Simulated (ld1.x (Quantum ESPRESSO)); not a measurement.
# PBE TM semilocal dataset for carbon, scalar-relativistic all-electron reference.

| Property | Result |
| --- | --- |
| Element | C (Z = 6) |
| Generator | ld1.x (Quantum ESPRESSO) 7.5 |
| Type | norm-conserving Troullier–Martins (semilocal form) |
| Functional | PBE |
| Relativity | scalar-relativistic |
| Frozen core | none |
| Valence charge | 6 |
| Reference configuration | 1s2 2s2 2p2 |
| Partial waves | 2p (bound): rc 2.75 bohr; 1s (bound): rc 0.30 bohr |
| Local potential | the s channel |
| Core correction | none |

Occupied shells without a wave of their own: 2s. They enter only through the test configuration that unscreens the potential.

All-electron outer shells of the reference configuration (PBE, scalar-relativistic, ld1.x):

| shell | level (eV) | outermost node (bohr) | outermost maximum (bohr) |
| --- | --- | --- | --- |
| 1s | -273.38 | – | 0.17 |
| 2s | -13.75 | 0.38 | 1.22 |
| 2p | -5.29 | – | 1.20 |

Tests: 1s2 2s2 2p1; 1s2 2s2 2p0; 1s2 2s1 2p0; 1s1 2s2 2p2; 1s2 2s1 2p3; 1s2 2s0 2p0; 1s2 2s0 2p4. Which has the largest error in its energy relative to the reference configuration, and how large is it?

1s2 2s0 2p0, with +2845 meV (all-electron minus pseudo) on +147.10 eV.

A Bessel basis up to 400 Ry misses an occupied level by 0.35 Ry, so cutoffs and ghosts were not judged.
